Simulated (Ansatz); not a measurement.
This geometry of C$_{3}$H$_{8}$OSi (13 atoms, charge 0, multiplicity 1) is a first-order saddle point.

All numbers below come from RKS BLYP-D4/def2-SVP (Ansatz).

```xyz
13
Properties=species:S:1:pos:R:3
C -1.718 -0.439 -0.325
Si -0.238 -1.367 0.528
C 1.485 -0.567 -0.238
C 1.083 0.715 0.222
O 0.519 1.604 -0.646
H -1.357 0.172 -1.177
H -2.443 -1.175 -0.727
H -2.266 0.231 0.370
H -0.187 -0.791 1.940
H 2.319 -1.046 0.297
H 1.507 -0.714 -1.331
H 1.295 1.063 1.244
H 0.022 2.278 -0.143
```

Q: Which two structures does it join? (They come from a converged band through this point; their orientation in space is the band's.)

A: No bond is made or broken. The dihedral H6–C1–Si2–C3 goes from -44 to 78°. The two ends are copies of one structure, up to a mirror image or an exchange of like atoms.

Initial state:

```xyz
13
Properties=species:S:1:pos:R:3
C -1.801 -0.306 -0.099
Si -0.361 -1.115 0.907
C 1.337 -0.815 -0.207
C 1.229 0.589 -0.033
O 0.662 1.362 -0.998
H -1.560 0.691 -0.523
H -2.105 -0.963 -0.939
H -2.683 -0.199 0.568
H -0.116 -0.109 2.032
H 2.171 -1.311 0.314
H 1.152 -1.198 -1.225
H 1.653 1.101 0.844
H 0.443 2.239 -0.627
```

Final state:

```xyz
13
Properties=species:S:1:pos:R:3
C -1.671 -0.589 -0.450
Si -0.186 -1.385 0.498
C 1.497 -0.453 -0.218
C 1.065 0.788 0.319
O 0.430 1.695 -0.470
H -1.746 -1.006 -1.476
H -2.612 -0.851 0.078
H -1.619 0.517 -0.541
H -0.272 -0.740 1.882
H 2.369 -0.921 0.265
H 1.493 -0.535 -1.318
H 1.280 1.079 1.358
H -0.010 2.366 0.089
```

Q: How far does it lie above each of them?

A: 0.037 eV above the first and 0.037 eV above the second. This is the barrier of this one path; another mechanism may lie lower.

The run took 2.3 min on 2 threads of Arm Neoverse V1, with other jobs on the host, peak memory 0.13 GiB.
